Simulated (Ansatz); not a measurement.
# Cost against result

Saddle point of SiAsNH8O, singlet (SiNH₅O ([NH2][SiH2][OH]) + AsH₃ → SiAsH₅O ([OH][SiH2][AsH2]) + NH₃; bonds formed: Si1–As7, N2–H6; bonds broken: Si1–N2, H6–As7), PBE0-D4/def2-TZVP structure:

```xyz
12
angstrom
Si -0.4892 -1.1725 0.0887
N 0.3429 0.0374 1.2520
H 0.5517 -1.6782 -0.8215
H -0.8134 -2.2434 1.0670
O -1.9560 -0.6634 -0.3931
H 0.6117 0.7634 0.5101
As 0.3551 1.2922 -1.7141
H -0.3108 0.4475 1.9168
H 1.1475 -0.3321 1.7571
H -1.8591 0.0437 -1.0494
H 1.8324 0.9205 -1.6808
H 0.5873 2.5850 -0.9330
```

Barriers are electronic and count from the start structure reached by relaxing down the imaginary mode.

Program: Ansatz 0.2.0. Basis: as named in each row. Cores are frozen in the correlated methods. Filled d shells of the heavier atoms are correlated. The def2 sets are not built for correlating such inner shells, so the correlated values are less sure here. B3LYP uses VWN-RPA correlation. Extrapolation: Hartree–Fock as exp(−7.88 √X), correlation as X^−2.97.

Times are rough, for one single point on 8 threads of a shared host (Arm Neoverse V2).

The estimate by CCSD(T) at an estimated basis limit (MP2 extrapolated from triple and quadruple zeta, plus CCSD(T) − MP2 in triple zeta) is 33.82 kcal/mol.

```tsv
method	basis	time (s)	barrier (kcal/mol)	method less estimate
HF	STO-3G	under 1	71.67	37.85
PBE-D4	STO-3G	under 1	43.10	9.28
SPW92	def2-SVP	under 1	21.04	-12.78
PBE-D4	def2-SVP	under 1	26.84	-6.98
B3LYP-D4	6-31G	under 1	27.28	-6.54
PBE0-D4	def2-SVP	under 1	29.63	-4.19
SPW92	def2-TZVPP	1	22.73	-11.09
PBE-D4	def2-TZVPP	1	27.81	-6.00
BLYP-D4	def2-TZVPP	2	32.42	-1.40
B3LYP-D4	def2-TZVPP	2	34.26	0.44
BHLYP-D4	def2-TZVPP	2	37.19	3.37
PBE0-D4	def2-TZVPP	2	30.32	-3.50
CAM-B3LYP-D4	def2-TZVPP	2	36.33	2.52
r2SCAN-D4	def2-TZVPP	3	31.37	-2.45
wB97M-V	def2-SVP	4	32.44	-1.38
r2SCAN0-D4	def2-TZVPP	4	32.46	-1.36
RPA on PBE	def2-TZVPP	4	37.74	3.92
B2PLYP	def2-TZVPP	4	35.57	1.75
PBE-QIDH	def2-TZVPP	4	32.93	-0.89
wB97X-V	def2-TZVPP	5	35.95	2.13
CCSD(T)	def2-SVP	6	37.04	3.22
wB97M-V	def2-TZVPP	6	33.90	0.08
B97M-V	def2-TZVPP	6	36.70	2.88
MP2	def2-QZVPP	18	33.24	-0.58
CCSD(T)	def2-TZVPP	160	35.83	2.01
```

All methods are single points on the PBE0-D4 structures.

The T1 diagnostic stays at or below 0.013.

Labels in which every atom is bracketed show which atoms are joined, not bond orders.
